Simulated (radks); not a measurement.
Values are calculated unless marked as measured or tabulated.
All-electron atom: Tb in [Xe] 4f(up 6.5, down 2.5) 6s2 (fractional occupations, a model configuration).

Code: a radial shooting solver on a logarithmic mesh with Libxc functionals. Model: scalar-relativistic Kohn-Sham, r2SCAN, spin-polarised, spherical densities, finite nucleus; meta-GGA in the generalised Kohn-Sham scheme; Fermi nuclear charge, rms radius 5.06 fm.

Energy parts (hartree):
| part | energy |
|---|---|
| total | -11709.3486 |
| kinetic | 12601.5334 |
| electron-nucleus | -28614.7387 |
| Hartree | 4560.3269 |
| exchange-correlation | -256.4702 |

Orbitals (lengths in bohr, moments of r in powers of bohr):
orbital  occ.  eigenvalue (hartree)      <r>      <r^4>   <1/r>
1s up       1             -1908.360  0.02151  1.065e-06   73.09
1s down     1             -1908.360  0.02151  1.065e-06   73.09
2s up       1             -317.1504  0.09148  0.0001683   16.99
2s down     1             -317.1506  0.09147  0.0001682   16.99
2p up       3             -281.6959  0.08089  0.0001264   15.81
2p down     3             -281.6957  0.08089  0.0001264   15.81
3s up       1             -70.67209   0.2391   0.006445   6.252
3s down     1             -70.60131   0.2389   0.006428   6.256
3p up       3             -59.68112   0.2379   0.006784   5.862
3p down     3             -59.61029   0.2377   0.006762   5.866
3d up       5             -45.35023   0.2166   0.005414   5.552
3d down     5             -45.29542   0.2164   0.005388   5.556
4s up       1             -14.21730   0.5418     0.1594   2.622
4s down     1             -14.05342   0.5418     0.1594   2.621
4p up       3             -10.58162   0.5737     0.2097   2.408
4p down     3             -10.41743   0.5738     0.2099   2.408
4d up       5              -5.57128   0.6240     0.3336   2.121
4d down     5              -5.40630   0.6246     0.3371   2.119
4f up     6.5              -0.16811   0.8820      4.078   1.526
4f down   2.5              -0.02508   0.9649      11.86   1.467
5s up       1              -1.83555    1.322      5.778   1.001
5s down     1              -1.75810    1.342      6.174  0.9818
5p up       3              -0.97246    1.556      12.08  0.8389
5p down     3              -0.92022    1.586      13.12  0.8199
6s up       1              -0.14228    4.167      608.8  0.2981
6s down     1              -0.13612    4.298      691.1  0.2886

The highest occupied level is 4f down at -0.682 eV. The electron density at the nucleus is 7.2e+05 e/bohr^3 (large components only). Spin moment in Bohr magnetons: 4.
